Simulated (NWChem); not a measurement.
System: GeSiH₅Cl; SMILES Cl[SiH2][GeH3]

The following NWChem deck was run.

```
start job
memory heap 200 mb stack 900 mb global 1100 mb
geometry units angstroms noautoz
  Si     0.880645     0.719958     0.033510
  Cl    -0.541936     2.163837    -0.486340
  Ge    -0.189396    -1.416325     0.007964
  H      2.007047     0.784238    -0.960048
  H      1.417304     1.052083     1.397946
  H      0.816786    -2.537264     0.387068
  H     -0.751287    -1.704600    -1.407883
  H     -1.360383    -1.428733     1.023785
end
basis spherical
  Si library 3-21g
  Cl library 3-21g
  Ge library 3-21g
  H library 3-21g
end
dft
  xc b3lyp
  iterations 150
  vectors input atomic output neutral.movecs
end
task dft energy
charge 1
dft
  odft
  mult 2
  vectors input atomic output cation.movecs
end
task dft energy
```

Output (shortened):

```
             Northwest Computational Chemistry Package (NWChem) 7.3.0
             --------------------------------------------------------

 CS  symmetry detected

                             Geometry "geometry" -> ""
                             -------------------------

 Output coordinates in angstroms (scale by  1.889725989 to convert to a.u.)

  No.       Tag          Charge          X              Y              Z
 ---- ---------------- ---------- -------------- -------------- --------------
    1 Si                  14.0000     0.92184648     0.73077664     0.00000000
    2 Cl                  17.0000    -0.53995252     2.22807787     0.00000000
    3 Ge                  32.0000    -0.18663295    -1.38597057     0.00000000
    4 H                    1.0000     1.77913896     0.90445562    -1.22266850
    5 H                    1.0000     1.77913896     0.90445562     1.22266850
    6 H                    1.0000     0.84703757    -2.54534607     0.00000000
    7 H                    1.0000    -1.07985946    -1.51035178    -1.26096289
    8 H                    1.0000    -1.07985946    -1.51035178     1.26096289

 Effective nuclear repulsion energy (a.u.)     312.5893564922

      Symmetry information
      --------------------

 Group name             Cs
 Group number              2
 Group order               2
 No. of unique centers     6

                                 NWChem DFT Module
                                 -----------------

 Summary of "ao basis" -> "ao basis" (spherical)
 ------------------------------------------------------------------------------
       Tag                 Description            Shells   Functions and Types
 ---------------- ------------------------------  ------  ---------------------
 Si                          3-21g                   7       13   4s3p
 Cl                          3-21g                   7       13   4s3p
 Ge                          3-21g                  10       22   5s4p1d
 H                           3-21g                   2        2   2s

      Symmetry analysis of basis
      --------------------------

        a'         42
        a"         16

            General Information
            -------------------
          SCF calculation type: DFT
          Wavefunction type:  closed shell.
          No. of atoms     :     8
          No. of electrons :    68
           Alpha electrons :    34
            Beta electrons :    34
          Charge           :     0
          Spin multiplicity:     1
          Use of symmetry is: on ; symmetry adaption is: on
          Maximum number of iterations: 150
          AO basis - number of functions:    58
                     number of shells:    34
          Convergence on energy requested:  1.00D-06
          Convergence on density requested:  1.00D-05
          Convergence on gradient requested:  5.00D-04

              XC Information
              --------------
                         B3LYP Method XC Potential
                     Hartree-Fock (Exact) Exchange  0.200
                        Slater Exchange Functional  0.800 local
                    Becke 1988 Exchange Functional  0.720 non-local
              Lee-Yang-Parr Correlation Functional  0.810
                  VWN I RPA Correlation Functional  0.190 local

             Grid Information
             ----------------
          Grid used for XC integration:  medium
          Radial quadrature: Mura-Knowles
          Angular quadrature: Lebedev.
          Tag              B.-S. Rad. Rad. Pts. Rad. Cut. Ang. Pts.
          ---              ---------- --------- --------- ---------
          Si                  1.10       88           9.0       590
          Cl                  1.00       88          11.0       590
          Ge                  1.25      112          10.0       590
          H                   0.35       45          12.0       434
          Grid pruning is: on
          Number of quadrature shells:   423
          Spatial weights used:  Erf1

      Superposition of Atomic Density Guess
      -------------------------------------

 Sum of atomic energies:       -2812.37909864

      Non-variational initial energy
      ------------------------------

 Total energy =   -2813.139678
 1-e energy   =   -4542.750923
 2-e energy   =    1417.021888
 HOMO         =      -0.296589
 LUMO         =       0.042679

      Symmetry analysis of molecular orbitals - initial
      -------------------------------------------------

  Numbering of irreducible representations:

     1 a'          2 a"

  Orbital symmetries:

     1 a'          2 a'          3 a'          4 a'          5 a'
     6 a'          7 a"          8 a'          9 a'         10 a'
    11 a"         12 a'         13 a'         14 a"         15 a'
    16 a'         17 a"         18 a'         19 a'         20 a'
    21 a"         22 a'         23 a"         24 a'         25 a'
    26 a'         27 a'         28 a'         29 a"         30 a'
    31 a"         32 a'         33 a"         34 a'         35 a'
    36 a'         37 a"         38 a'         39 a'         40 a'
    41 a"         42 a'         43 a"         44 a'

   convergence    iter        energy       DeltaE   RMS-Dens  Diis-err
 ---------------- ----- ----------------- --------- --------- ---------
 d= 0,ls=0.0,diis     1  -2815.9197328329 -3.13D+03  1.81D-02  3.50D-01
 d= 0,ls=0.0,diis     2  -2815.9432777242 -2.35D-02  1.01D-02  1.39D-01
 d= 0,ls=0.0,diis     3  -2815.9661898946 -2.29D-02  2.81D-03  2.42D-02
 d= 0,ls=0.0,diis     4  -2815.9700654137 -3.88D-03  4.78D-04  5.29D-04
 d= 0,ls=0.0,diis     5  -2815.9701500759 -8.47D-05  9.83D-05  1.17D-05
  Resetting Diis
 d= 0,ls=0.0,diis     6  -2815.9701524350 -2.36D-06  1.69D-05  3.24D-07
 d= 0,ls=0.0,diis     7  -2815.9701525025 -6.76D-08  5.65D-06  2.30D-08

         Total DFT energy =    -2815.970152502542
      One electron energy =    -4543.380260853395
           Coulomb energy =     1544.855342381208
    Exchange-Corr. energy =     -130.034590522516
 Nuclear repulsion energy =      312.589356492161

 Numeric. integr. density =       68.000009922657

                  Occupations of the irreducible representations
                  ----------------------------------------------

                     irrep           alpha         beta
                     --------     --------     --------
                     a'               25.0         25.0
                     a"                9.0          9.0

                       DFT Final Molecular Orbital Analysis
                       ------------------------------------

 Vector   32  Occ=2.000000D+00  E=-3.524870D-01  Symmetry=a'
              MO Center= -1.6D-01, -3.4D-01,  2.0D-13, r^2= 5.2D+00
   Bfn.  Coefficient  Atom+Function         Bfn.  Coefficient  Atom+Function
  ----- ------------  ---------------      ----- ------------  ---------------
    37      0.298132  3 Ge px                20     -0.223794  2 Cl px
    54      0.216111  6 H  s                 21     -0.212478  2 Cl py
    56     -0.186685  7 H  s                 58     -0.186685  8 H  s
    25     -0.166947  2 Cl py                24     -0.165517  2 Cl px
    33     -0.160607  3 Ge px                 8     -0.149791  1 Si py

 Vector   33  Occ=2.000000D+00  E=-3.156155D-01  Symmetry=a"
              MO Center= -7.5D-02,  1.9D+00,  1.5D-16, r^2= 2.6D+00
   Bfn.  Coefficient  Atom+Function         Bfn.  Coefficient  Atom+Function
  ----- ------------  ---------------      ----- ------------  ---------------
    22      0.555258  2 Cl pz                26      0.461889  2 Cl pz
    18     -0.258091  2 Cl pz                50      0.243699  4 H  s
    52     -0.243699  5 H  s                  9     -0.127364  1 Si pz
    49      0.116011  4 H  s                 51     -0.116011  5 H  s
     5      0.061791  1 Si pz                56     -0.051235  7 H  s

 Vector   34  Occ=2.000000D+00  E=-2.935242D-01  Symmetry=a'
              MO Center=  1.3D-02,  7.2D-01,  3.9D-16, r^2= 4.6D+00
   Bfn.  Coefficient  Atom+Function         Bfn.  Coefficient  Atom+Function
  ----- ------------  ---------------      ----- ------------  ---------------
    21      0.338030  2 Cl py                25      0.310425  2 Cl py
    38      0.277046  3 Ge py                20      0.260118  2 Cl px
    24      0.223285  2 Cl px                 8     -0.210971  1 Si py
    50     -0.158376  4 H  s                 52     -0.158376  5 H  s
    17     -0.157136  2 Cl py                 7     -0.147491  1 Si px

 Vector   35  Occ=0.000000D+00  E=-2.771694D-02  Symmetry=a'
              MO Center=  6.1D-01,  5.8D-01,  8.2D-16, r^2= 4.6D+00
   Bfn.  Coefficient  Atom+Function         Bfn.  Coefficient  Atom+Function
  ----- ------------  ---------------      ----- ------------  ---------------
    11      0.820225  1 Si px                23      0.745953  2 Cl s
    10     -0.666230  1 Si s                 12     -0.609594  1 Si py
    25     -0.486963  2 Cl py                24      0.424841  2 Cl px
    54     -0.347868  6 H  s                  7      0.247031  1 Si px
    21     -0.232965  2 Cl py                41      0.232846  3 Ge px

 Vector   36  Occ=0.000000D+00  E= 7.023779D-03  Symmetry=a'
              MO Center=  2.1D-01, -5.8D-01, -4.2D-16, r^2= 5.8D+00
   Bfn.  Coefficient  Atom+Function         Bfn.  Coefficient  Atom+Function
  ----- ------------  ---------------      ----- ------------  ---------------
    10      1.412989  1 Si s                 40     -1.243581  3 Ge s
    42     -1.227615  3 Ge py                12     -1.085638  1 Si py
    11     -0.496711  1 Si px                41     -0.463903  3 Ge px
    36     -0.227217  3 Ge s                 38     -0.208622  3 Ge py
     8     -0.198204  1 Si py                 2     -0.194791  1 Si s

 Vector   37  Occ=0.000000D+00  E= 2.403679D-02  Symmetry=a"
              MO Center=  3.2D-01, -4.9D-01, -1.9D-15, r^2= 5.0D+00
   Bfn.  Coefficient  Atom+Function         Bfn.  Coefficient  Atom+Function
  ----- ------------  ---------------      ----- ------------  ---------------
    43      0.789311  3 Ge pz                13      0.696064  1 Si pz
    56      0.685350  7 H  s                 58     -0.685350  8 H  s
    50      0.621947  4 H  s                 52     -0.621947  5 H  s
    39      0.241624  3 Ge pz                 9      0.217859  1 Si pz
    26     -0.169344  2 Cl pz                55      0.111205  7 H  s

     Multipole analysis of the density
     ---------------------------------

     L   x y z        total         alpha         beta         nuclear
     -   - - -        -----         -----         ----         -------
     0   0 0 0     -0.000000    -34.000000    -34.000000     68.000000

     1   1 0 0      0.557487      0.278744      0.278744     -0.000000
     1   0 1 0     -0.812717     -0.406359     -0.406359      0.000000
     1   0 0 1      0.000000      0.000000      0.000000      0.000000

     2   2 0 0    -35.271964    -66.467603    -66.467603     97.663242
     2   1 1 0      1.547698     -2.048975     -2.048975      5.645648
     2   1 0 1     -0.000000     -0.000000     -0.000000      0.000000
     2   0 2 0    -39.431903   -316.143863   -316.143863    592.855823
     2   0 1 1     -0.000000     -0.000000     -0.000000      0.000000
     2   0 0 2    -35.542139    -28.787609    -28.787609     22.033079

                                 NWChem DFT Module
                                 -----------------

      Symmetry analysis of basis
      --------------------------

        a'         42
        a"         16

            General Information
            -------------------
          SCF calculation type: DFT
          Wavefunction type:  spin polarized.
          No. of atoms     :     8
          No. of electrons :    67
           Alpha electrons :    34
            Beta electrons :    33
          Charge           :     1
          Spin multiplicity:     2
          Use of symmetry is: on ; symmetry adaption is: on
          Maximum number of iterations: 150
          AO basis - number of functions:    58
                     number of shells:    34
          Convergence on energy requested:  1.00D-06
          Convergence on density requested:  1.00D-05
          Convergence on gradient requested:  5.00D-04

              XC Information
              --------------
                         B3LYP Method XC Potential
                     Hartree-Fock (Exact) Exchange  0.200
                        Slater Exchange Functional  0.800 local
                    Becke 1988 Exchange Functional  0.720 non-local
              Lee-Yang-Parr Correlation Functional  0.810
                  VWN I RPA Correlation Functional  0.190 local

             Grid Information
             ----------------
          Grid used for XC integration:  medium
          Radial quadrature: Mura-Knowles
          Angular quadrature: Lebedev.
          Tag              B.-S. Rad. Rad. Pts. Rad. Cut. Ang. Pts.
          ---              ---------- --------- --------- ---------
          Si                  1.10       88           9.0       590
          Cl                  1.00       88          11.0       590
          Ge                  1.25      112          10.0       590
          H                   0.35       45          12.0       434
          Grid pruning is: on
          Number of quadrature shells:   423
          Spatial weights used:  Erf1

      Superposition of Atomic Density Guess
      -------------------------------------

 Sum of atomic energies:       -2812.37909864

 Renormalizing density from      68.00 to     67

      Non-variational initial energy
      ------------------------------

 Total energy =   -2787.705183
 1-e energy   =   -4475.945762
 2-e energy   =    1375.651223
 HOMO         =      -0.579569
 LUMO         =      -0.215113

   Symmetry analysis of molecular orbitals - initial alpha
   -------------------------------------------------------

  Numbering of irreducible representations:

     1 a'          2 a"

  Orbital symmetries:

     1 a'          2 a'          3 a'          4 a'          5 a'
     6 a'          7 a"          8 a'          9 a'         10 a'
    11 a"         12 a'         13 a'         14 a'         15 a"
    16 a'         17 a'         18 a'         19 a"         20 a'
    21 a"         22 a'         23 a"         24 a'         25 a'
    26 a'         27 a'         28 a'         29 a"         30 a'
    31 a"         32 a'         33 a"         34 a'         35 a'
    36 a'         37 a"         38 a'         39 a'         40 a'
    41 a"         42 a'         43 a"         44 a'

   Symmetry analysis of molecular orbitals - initial beta
   ------------------------------------------------------

  Numbering of irreducible representations:

     1 a'          2 a"

  Orbital symmetries:

     1 a'          2 a'          3 a'          4 a'          5 a'
     6 a'          7 a"          8 a'          9 a'         10 a'
    11 a"         12 a'         13 a'         14 a'         15 a"
    16 a'         17 a'         18 a'         19 a"         20 a'
    21 a"         22 a'         23 a"         24 a'         25 a'
    26 a'         27 a'         28 a'         29 a"         30 a'
    31 a"         32 a'         33 a"         34 a'         35 a'
    36 a'         37 a"         38 a'         39 a'         40 a'
    41 a"         42 a'         43 a"         44 a'

[...]
```

Level: B3LYP/3-21G, vertical spin-unrestricted ions. Structure relaxed at the PBE-D3(BJ)/def2-SVP level. B3LYP is NWChem's, with the RPA form of VWN correlation.
